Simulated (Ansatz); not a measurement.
Start from `N#[C][Ga]([Cl])[Cl]` and change one atom or group to get `[Cl][Ga]([Cl])[Cl]`.

Ansatz, PBE0-D4/def2-TZVP geometries, multiplicity 1. 

Scalar relativity is left out up to krypton.

```
                                          property  `N#[C][Ga]([Cl])[Cl]`
    size of the dipole moment (PBE/def2-TZVPP) / D                   2.05
                 LUMO energy (PBE/def2-TZVPP) / eV                  -3.40
  size of the dipole moment (B3LYP/def2-TZVPP) / D                   2.10
             LUMO energy (ωB97M-V/def2-TZVPP) / eV                  -0.73
             HOMO–LUMO gap (B3LYP/def2-TZVPP) / eV                   6.70
size of the dipole moment (ωB97M-V/def2-TZVPP) / D                   2.08
```

Problem. Give the same properties after the change, and the shifts. (Estimate.)

Solution. Ansatz gave: 
```csv
property,`[Cl][Ga]([Cl])[Cl]`,shift
size of the dipole moment (PBE/def2-TZVPP) / D,0.00,-2.05
LUMO energy (PBE/def2-TZVPP) / eV,-2.89,0.51
size of the dipole moment (B3LYP/def2-TZVPP) / D,0.00,-2.10
LUMO energy (ωB97M-V/def2-TZVPP) / eV,0.04,0.77
HOMO–LUMO gap (B3LYP/def2-TZVPP) / eV,6.88,0.18
size of the dipole moment (ωB97M-V/def2-TZVPP) / D,0.00,-2.08
```

With PBE0 the HOMO rises by 0.38 eV and the LUMO rises by 0.66 eV, so the gap widens by about 0.28 eV. PBE moves the HOMO by 0.39 eV and ωB97M-V by 0.38 eV. The zero-point energy changes by -17.4 kJ/mol with -3 modes.

B3LYP here is the variant with VWN-RPA as its local correlation; programs differ in this.
